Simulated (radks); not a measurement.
Charge is removed step by step from the 5s level of the erbium ion Er2+, starting from [Xe] 4f12. Method: scalar-relativistic Kohn-Sham, BLYP, spin-unpolarised, spherical densities, finite nucleus; Fermi nuclear charge, rms radius 5.2516 fm; computed with a radial shooting solver on a logarithmic mesh with Libxc functionals.

| removed (e) | E - E(0) (eV) | eigenvalue (eV) | E minus straight line (eV) |
|---|---|---|---|
| 0 | 0.000 | -66.181 | 0.000 |
| 0.1 | 6.685 | -67.627 | -0.668 |
| 0.2 | 13.516 | -69.086 | -1.190 |
| 0.3 | 20.493 | -70.558 | -1.566 |
| 0.4 | 27.618 | -72.041 | -1.795 |
| 0.5 | 34.892 | -73.536 | -1.874 |
| 0.6 | 42.316 | -75.042 | -1.803 |
| 0.7 | 49.890 | -76.558 | -1.581 |
| 0.8 | 57.617 | -78.084 | -1.208 |
| 0.9 | 65.497 | -79.619 | -0.681 |
| 1 | 73.531 | -81.164 | 0.000 |

Removing the whole electron costs 73.531 eV by Delta-SCF, against 66.181 eV from minus the eigenvalue at the starting occupation. Slater's transition state (half an electron removed) gives 73.536 eV. Integrating minus the eigenvalue over the occupation (Janak's theorem) gives 73.582 eV. In this scalar-relativistic scheme the density is built from large components alone, so the theorem holds only approximately. The mean slope of the eigenvalue, de/dn, is 15.0 eV per electron.
